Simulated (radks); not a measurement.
Values are calculated unless marked as measured or tabulated.
Spherical quantum dot in the effective-mass picture: electrons in a hard-walled sphere of radius 4.46, all in effective atomic units (hartree* = m*/eps^2 hartree, bohr* = eps/m* bohr), one dielectric constant everywhere. Level of theory: non-relativistic Kohn-Sham, LDA (Slater exchange, Perdew-Wang correlation), spin-polarised, spherical densities (a radial shooting solver with Libxc functionals). Levels are named by radial order and angular momentum (1s, 1p, 1d, 2s, ...), and open shells are averaged over m. Results are scaled to m* = 0.623 and eps = 13.4, for which hartree* = 94.41 meV and bohr* = 1.138 nm.

N = 6, configuration 1s2 1p(up 3, down 1). This is the lowest configuration that the search found. Occupied and some empty levels:

level    occupation  eigenvalue (meV)  <r> (nm)
1s up             1            181.33     3.020
1s down           1            185.41     3.012
1p up             3            198.12     3.277
1p down           1            202.32     3.279
1d up             0            223.80     3.461
1d down           0            227.98     3.465
2s up             0            256.99     2.381
1f up             0            257.02     3.602
2s down           0            259.81     2.377
1f down           0            261.12     3.606

Energy (meV): total 660.585, kinetic 260.48, external 0, Hartree 547.88, exchange-correlation -147.77.
